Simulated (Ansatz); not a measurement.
Born–Oppenheimer molecular dynamics of C2H3AlO (7 atoms, charge 0, multiplicity 1). It starts from a relaxed structure.

Theory: Ansatz, UKS PBE0/6-31G*.

```yaml
ensemble: NVT, Langevin thermostat
time_step: 0.5 fs
steps_asked: 100
set_temperature: 300 K
friction: 0.02 /fs
masses: H 2.014 u
seed: 401086
```

First frame:

```xyz
7
Properties=species:S:1:pos:R:3
O -0.452 -2.001 1.626
C 0.081 -1.296 0.866
C 0.624 -0.458 0.009
Al -0.372 1.077 -0.568
H 1.630 -0.672 -0.343
H -1.836 1.291 0.014
H 0.324 2.060 -1.605
```

Q: How far do the bonds stretch over the last three quarters of this one trajectory? (Pairs bonded in most of those frames.)

A: 
```tsv
bond	mean (Å)	spread (Å)	shortest	longest
O1–C2	1.169	0.014	1.14	1.19
C2–C3	1.319	0.015	1.29	1.34
C3–Al4	1.919	0.037	1.87	1.98
C3–H5	1.093	0.038	1.03	1.15
Al4–H6	1.587	0.024	1.54	1.63
Al4–H7	1.591	0.022	1.56	1.63
```

Mean temperature of the second half: 290 K. A run of 0.05 ps of so small a system gives no equilibrium averages.

The run took 5.1 min on 2 threads of Arm Neoverse N1, on a shared host, peak memory 0.17 GiB.
